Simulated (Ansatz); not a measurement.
`[F][Ga]([F])[SeH]`, relaxed with RKS PBE0-D4/def2-TZVP in Ansatz 0.2.0 from a PBE-D4/def2-SVP geometry. The force threshold is 0.005 eV/Å; the program also tests the step.

Charge 0, multiplicity 1.

Start:

```xyz
5

F     1.153    0.061    2.011
Ga    0.249    0.242    0.513
F    -0.285    1.880    0.147
Se   -0.195   -1.550   -0.876
H    -0.922   -0.634   -1.795
```

How much energy does the relaxation release, and in how many steps? (An estimate is asked.)

Computed: 1.90 kJ/mol, in 5 steps, 1 of them rejected.

Which bonds change most? (An estimate is asked.)

Ansatz gave: Ga2–Se4 from 2.311 to 2.287 Å; Ga2–F3 from 1.761 to 1.740 Å; F1–Ga2 from 1.759 to 1.738 Å; Se4–H5 from 1.488 to 1.470 Å.

Give the relaxed structure. (An estimate is asked.)

The calculation gave: 
```xyz
5

F     1.140    0.066    1.987
Ga    0.246    0.241    0.507
F    -0.278    1.864    0.160
Se   -0.197   -1.533   -0.866
H    -0.912   -0.639   -1.788
```
